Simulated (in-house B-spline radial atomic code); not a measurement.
# RPBE excitations of I⁵⁺

Method: RPBE. Computed with an all-electron radial atomic-structure program (B-spline basis): linear response of the closed shell [Kr] 4d10 5s2 with the functional's adiabatic kernel; scalar-relativistic (spin-free one-electron X2C), finite nucleus, no spin-orbit coupling, no double excitations, S, P, D and F terms only; shells from n = 3 respond. Only terms of natural parity with L up to 3 were computed.

Command:
```bash
python run_td.py task.json out
```
Settings (radii: box in bohr, nucleus in fm):
```
Z                        53
electrons                48
configuration            [Kr] 4d10 5s2
hamiltonian              x2c
method                   rpbe,pbe
box_radius               16.35
rms_radius               4.75
intervals                70
```

Run time, properties included: 2.7 s on 1 thread of Arm Neoverse N1 (shared host).

The lowest states, in the order of their Tamm-Dancoff energies; the method's threshold (minus the highest occupied level) is 68.72 eV. Labels give the largest channel, * marks a mixed state, and oscillator strengths are full-response dipole values. Semilocal kernels can invert the small singlet-triplet splittings of Rydberg terms. Energies in eV:

```
     state  full response  Tamm-Dancoff  oscillator strength
5s → 5p 3P         11.882        12.004                    -
5s → 5p 1P              ?             ?                    ?
5s → 5d 3D          30.52         30.56                    -
5s → 5d 1D          31.76         31.80                    -
5s → 4f 3F          32.53         32.60                    -
5s → 4f 1F          33.65         33.66                    -
5s → 6s 3S              ?             ?                    -
5s → 6s 1S          36.92         36.96                    -
5s → 6p 3P          40.99         41.00                    -
5s → 6p 1P          41.36         41.40               0.0771
5s → 5f 3F          48.19         48.20                    -
5s → 5f 1F          48.28         48.28                    -
5s → 6d 3D          48.33         48.34                    -
5s → 6d 1D          48.62         48.63                    -
5s → 7s 3S          50.39         50.39                    -
5s → 7s 1S          50.61         50.62                    -
```

Where does 5s → 5p 1P lie?

At 15.909 eV in full response, 16.498 eV in Tamm-Dancoff, oscillator strength 1.59.

Where does 5s → 6s 3S lie?

At 36.08 eV in full response, 36.09 eV in Tamm-Dancoff.

How large is the singlet-triplet splitting of 5s → 5p (P terms) in Tamm-Dancoff?

4.49 eV, from the unrounded values.

What polarisabilities and dispersion coefficient does the method give?

Dipole 5.9 bohr³, quadrupole 11.22 bohr⁵, C6 21.74 hartree·bohr⁶ for two such species.
